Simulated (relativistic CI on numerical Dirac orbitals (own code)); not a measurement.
**Ni4+ in a cubic cluster: 2p photoemission with charge transfer**

Computed with a charge-transfer multiplet model of a cubic metal-ligand cluster with up to 2 ligand holes, Slater and spin-orbit integrals from Dirac-Coulomb-Breit ions, Slater integrals scaled by 0.7. The ground state mixes d6 with configurations of k ligand holes L, whose averages lie at kΔ + k(k − 1)U_dd/2; a core hole lowers each added d electron by U_cd. 300 K, Lorentzian 0.6 eV and Gaussian 0.8 eV FWHM.

Atomic integrals in eV (Slater integrals scaled, ζ unscaled), ground: F2dd 9.934, F4dd 6.234, zeta_d 0.099; with the core hole: F2dd 11.067, F4dd 6.975, zeta_d 0.136, zeta_core 11.396, F2cd 6.763, G1cd 5.299, G3cd 3.018.

Cluster parameters (eV): U_dd = 6.8, U_cd = 8.7, 10Dq = 1.35, 10Dq(ligand) = 1.5, V(eg) = 1.95, V(t2g) = -1, final-state hopping factor = 1.

| Case | n_d | d6 | d7L | d8L2 | S |
| --- | --- | --- | --- | --- | --- |
| Δ = -1.9 eV | 6.97 | 0.20 | 0.63 | 0.17 | 0.08 |
| Δ = -0.9 eV | 6.87 | 0.26 | 0.61 | 0.13 | 0.10 |
| Δ = 0.1 eV | 6.77 | 0.33 | 0.57 | 0.10 | 0.11 |

Weights, n_d and S are thermal averages at 300 K. Binding energies count from the first peak over 30 % of the highest in each spectrum, which can be another peak from case to case. The parameters are a model scan and need not match a compound or its usual spin state. Peaks in eV (height, largest 100):
- Δ = -1.9 eV: 0.0 (100), 3.1 (21), 9.1 (13), 10.9 (17), 17.9 (46), 19.3 (26), 22.1 (9), 28.1 (12)
- Δ = -0.9 eV: 0.0 (100), 3.3 (20), 8.8 (13), 10.7 (17), 18.0 (48), 22.3 (8), 27.9 (12)
- Δ = 0.1 eV: 0.0 (100), 3.3 (20), 5.0 (14), 8.6 (13), 10.4 (17), 17.8 (46), 19.2 (26), 22.4 (7), 27.7 (13)

For the case Δ = -0.9 eV, Δ = -0.9 eV is smaller than U_dd = 6.8 eV, the charge-transfer side of the Zaanen-Sawatzky-Allen scheme (negative Δ: between configuration averages a ligand hole costs less than the nominal valence; multiplet and field energies can change this for the lowest states). With the core hole the configuration with one ligand hole lies at Δ − U_cd = -10.6, -9.6, -8.6 eV from the one without, in the order of the table; where this is negative the screened configuration lies lower.

With at most 2 ligand holes the space is cut while the next configuration still counts, so covalency is underestimated, and a final configuration with one more ligand hole, which can lie low, is missing from the spectra.
